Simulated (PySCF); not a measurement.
# Computed properties of C₂H₅ClF₂Si, SMILES CC[Si](F)(F)Cl

C2H5ClF2Si, SMILES CC[Si](F)(F)Cl. Geometry optimised at r2SCAN-D4/def2-SVP. One conformer was computed; it need not be the lowest. All values are computed for the isolated molecule unless a solvent is named; none is compared with measurement here.

**Structure.** All 27 harmonic modes at r2SCAN-D4/def2-SVP (PySCF) are real, so it is a minimum. With heavy atoms numbered as in [CH3:1][CH2:2][Si:3]([F:4])([F:5])[Cl:6], the shortest bond between them is C1–C2 at 1.533 Å and the longest Si3–Cl6 at 2.049 Å.

**Vibrations.** The strongest infrared lines (harmonic, unscaled, degenerate partners summed) lie at 734 cm⁻¹ (187 km/mol, Si 41 %, H 28 %, C 25 %), 893 cm⁻¹ (157 km/mol, F 50 %, Si 39 %), 947 cm⁻¹ (87 km/mol, F 34 %, H 34 %, Si 28 %). The softest mode is at 56 cm⁻¹ and the zero-point energy is 46.1 kcal/mol.

**Electronic structure.** B3LYP/def2-TZVP (PySCF) places the frontier levels at -9.10 and 0.34 eV, a gap of 9.44 eV, and gives a dipole moment of 2.52 D and a mean polarisability of 57.2 bohr³. PBE/def2-TZVP (PySCF) at the same geometry gives -7.93 and -0.23 eV, so its gap is 1.74 eV narrower. An orbital gap is neither the optical nor the fundamental gap.

**Excitations.** TDA-PBE0/def2-SVPD (PySCF) has S1 at 8.38 eV (148 nm, f = 0.087, bright); the most intense of the 10 singlets computed lies at 8.38 eV (f = 0.09). T1 (TDA) is at 7.96 eV, 0.42 eV under S1. TDA-PBE/def2-SVPD (PySCF) puts S1 at 7.53 eV. No vertical singlet excitation falls in the visible range (under 3.1 eV).

**NMR.** GIAO shifts at PBE0/pcSseg-1 (PySCF) (non-relativistic, atoms alike by connectivity averaged): ¹³C from 8.8 to 11.4 ppm against TMS; ¹H from 1.2 to 1.4 ppm against TMS; ²⁹Si at -9.0 ppm against TMS; ¹⁹F at -134.8 ppm against CFCl3. Without spin–orbit terms, shifts of atoms bonded to Cl or Br come out too high.

**Solvation.** SMD-B3LYP/6-31G* (PySCF) gives -0.1 kcal/mol in water, -3.4 kcal/mol in toluene, -4.3 kcal/mol in chloroform (1 M in both phases, gas-phase geometry); of these solvents chloroform holds the molecule best.
